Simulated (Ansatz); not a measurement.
```yaml
atoms:
  - { symbol: Ga, position_ang: [0.0000, 0.0000, 0.0000] }
  - { symbol: O, position_ang: [0.0000, 0.0000, 5.2640] }
  - { symbol: S, position_ang: [0.0000, 4.8690, -4.0856] }
```

Basis set: pcseg-2 (spherical functions). Charge 0, multiplicity 4.

Computed with Ansatz (development build ahead of 0.2.0); each method stands on the lowest determinant of its kind that the runs found. Restricted functionals stand beside restricted open-shell atoms, which can lie above the unrestricted atoms usual in DFT and then raise those values.

The atomization energy at this shape (free ground-state atoms in the same class of orbitals less the molecule, no zero-point energy) of quartet GaSO in separate pieces:

```
                     method  atomization energy
PBE (restricted open-shell)             0.67 eV
                       ROHF            -2.11 eV
```

Problem. What does PBE (unrestricted) give?

Solution. 0.88 eV. Caution: other spin multiplicities may lie lower; the shape is not the minimum. Caution for PBE (unrestricted), PBE (restricted open-shell): charge can spread falsely over distant fragments. Caution for PBE (unrestricted): the unrestricted determinant is spin contaminated. Caution for ROHF: stretched shape with no unrestricted run beside it, a lower state can exist; the molecule lies well above its atoms at this level.
